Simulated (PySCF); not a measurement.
C4H9B. Atoms are numbered in the order given.

```xyz
14

B      0.2241     0.3607     0.1585
C      1.4039     1.3810    -0.0773
H      2.3479     0.8276     0.1047
H      1.4074     2.2531     0.5949
H      1.4666     1.7273    -1.1232
C     -0.6124     0.4412     1.4914
H     -1.3249    -0.3763     1.6759
H     -1.1838     1.3895     1.4773
H      0.0589     0.5263     2.3647
C     -0.0557    -0.7122    -0.9464
C     -1.0045    -1.6616    -0.8641
H      0.5540    -0.7004    -1.8614
H     -1.1778    -2.3961    -1.6592
H     -1.6567    -1.7448     0.0121
```

Coordinates come from a B3LYP-D3(BJ)/def2-SVP optimisation. Other conformers were not sampled.

Calculation: PBE0/pcSseg-1 in PySCF.

GIAO shieldings, no solvent; atoms listed in one row are averaged. δ = σ(ref) − σ: ¹¹B against BF3 (σ = 88.8 ppm); ¹³C against TMS (σ = 186.3 ppm); ¹H against TMS (σ = 31.56 ppm), references at their B3LYP-D3(BJ)/def2-TZVP geometries, non-relativistic.

```
nucleus                   atoms  count  δ (ppm)
-------  ----------------------  -----  -------
¹¹B                          B1      1     63.2
¹³C                         C10      1    152.9
¹³C                         C11      1    151.9
¹³C                          C2      1     17.8
¹³C                          C6      1     11.1
¹H                          H12      1     7.16
¹H                          H14      1     7.07
¹H                          H13      1     6.89
¹H       H3, H4, H5, H7, H8, H9      6     1.21
```
